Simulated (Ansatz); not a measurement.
The first iterations of a band of ClH3Sn + H2S (8 atoms, charge 0, multiplicity 1).

Theory: RKS BHLYP/def2-SVP (Ansatz).

```
movable images  : 5
climbing image  : yes
spring          : 5.0 eV/Å²
optimiser       : quadratic models (default)
start path      : through a guess of the saddle point
force threshold : 0.05 eV/Å
iteration limit : 60
end points      : relaxed
```

First end point:

```xyz
8
Properties=species:S:1:pos:R:3
Sn 0.390 0.062 -0.156
Cl 0.257 -0.190 2.201
H 2.056 0.010 -0.498
H -0.295 1.568 -0.525
H -0.433 -1.262 -0.826
S -3.441 0.106 1.021
H -3.542 -1.230 0.962
H -2.491 0.063 1.969
```

Last end point:

```xyz
8
Properties=species:S:1:pos:R:3
Sn -0.445 -0.056 -0.591
Cl -0.428 0.675 3.388
H 0.704 -0.976 0.258
H -0.106 1.606 -0.576
H -0.648 -0.645 -2.177
S -2.598 -0.238 0.565
H -2.572 -1.576 0.665
H -1.407 0.336 2.616
```

| iteration | highest image above the first end (eV) | largest band force component (eV/Å) |
| --- | --- | --- |
| 1 | 3.209 | 4.553 |
| 2 | 2.082 | 1.575 |
| 3 | 1.794 | 1.438 |
| 4 | 1.740 | 1.022 |
| 5 | 1.568 | 1.052 |
| 6 | 1.374 | 1.045 |

Question: Does the band converge within its limit, and where does its top end?

Answer: The forces met the threshold. It ended after 18 iterations with the highest image 1.448 eV above the first end. A vibrational analysis at the climbing image gives 2 clearly imaginary modes (903i, 134i cm⁻¹): a point of higher order, so a lower path passes nearby. The orbitals stay closed-shell, which can raise the energy where a bond breaks towards radicals; this wasn't checked here.

Time of the run: 3.7 min on 2 threads of Arm Neoverse V1, on a shared host, peak memory 0.19 GiB.
